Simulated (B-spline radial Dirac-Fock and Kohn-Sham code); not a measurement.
# Auger decay of the M3 hole in Zn⁺

System: the Zn⁺ ion, configuration 1s2 2s2 2p6 3s2 3p6 3d10 4p1 (an excited configuration).

Input of the calculation (task.json; shells as n, l, electrons):

```json
{"items": [{
  "Z": 30,
  "q": 1,
  "cfg": [[1, 0, 2], [2, 0, 2], [2, 1, 6], [3, 0, 2], [3, 1, 6], [3, 2, 10], [4, 1, 1]],
  "A": 64,
  "rrms": 3.9283,
  "do": ["binding", "quiet", "decay"],
  "holes": ["K", "L1", "L2", "L3", "M1", "M2", "M3", "M4", "M5"]
}]}
```

Command: `python xray_run.py task.json out`

Model: one-electron (LDA, Dirac) transition rates at Dirac-Fock energies. Program: a radial atomic solver. Kinetic energies are configuration averages from the vacuum level; the two-hole energies are estimated from single-hole states.

```csv
transition,kinetic energy (eV),width (meV),share (%)
M3-M4M4,35.88,94.9,2.5
M3-M4M5,35.88,2070,54.1
M3-M5M5,36.46,1450,38.0
M3-M4N3,61.49,58.2,1.5
M3-M5N2,61.69,37.4,1.0
M3-M5N3,61.85,105,2.8
```

Coster-Kronig rates are the weakest part of this model and often come out 1.5 to 2.5 times too large. Super-Coster-Kronig decay this fast strains the one-particle picture, and such widths tend to come out too large. The listed channels hold 100 % of the non-radiative rate. Summed by principal shells, of 3.82 eV in all: MMM 94.6 %, MMN 5.4 %.
